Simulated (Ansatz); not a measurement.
C3H8OSi (`C1C[SiH2]CO1`), relaxed with RKS PBE-D4/def2-SVP in Ansatz from a rough embedded geometry. The force threshold is 0.03 eV/Å; the program also tests the step.

Total charge 0; spin multiplicity 1.

Start:

```xyz
13

C     0.227   -1.030    0.788
C     0.065    0.402    1.170
Si   -0.445    1.162   -0.472
C     0.182   -0.310   -1.449
O     0.915   -1.198   -0.470
H    -0.733   -1.620    0.760
H     0.826   -1.586    1.563
H     0.990    0.831    1.430
H    -0.695    0.564    2.003
H    -1.966    1.275   -0.582
H     0.239    2.465   -0.732
H     0.936   -0.019   -2.162
H    -0.542   -0.936   -1.849
```

**Question.** How much energy does the relaxation release, and in how many steps? (Estimate.)

**Answer.** The calculation gave: 0.48 eV, in 8 steps.

**Question.** Which bonds change most? (Best estimate.)

**Answer.** The calculation gave: C4–H13 from 1.037 to 1.120 Å; C4–O5 from 1.511 to 1.428 Å; C2–H8 from 1.052 to 1.109 Å; C1–C2 from 1.490 to 1.547 Å.

**Question.** Give the relaxed structure. (An estimate is asked.)

**Answer.** Computed: 
```xyz
13

C     0.331   -1.057    0.793
C    -0.037    0.385    1.212
Si   -0.426    1.201   -0.470
C     0.165   -0.364   -1.431
O     0.971   -1.057   -0.477
H    -0.596   -1.686    0.764
H     1.040   -1.539    1.497
H     0.829    0.893    1.684
H    -0.881    0.415    1.929
H    -1.879    1.537   -0.681
H     0.404    2.426   -0.740
H     0.787   -0.169   -2.326
H    -0.711   -0.983   -1.753
```
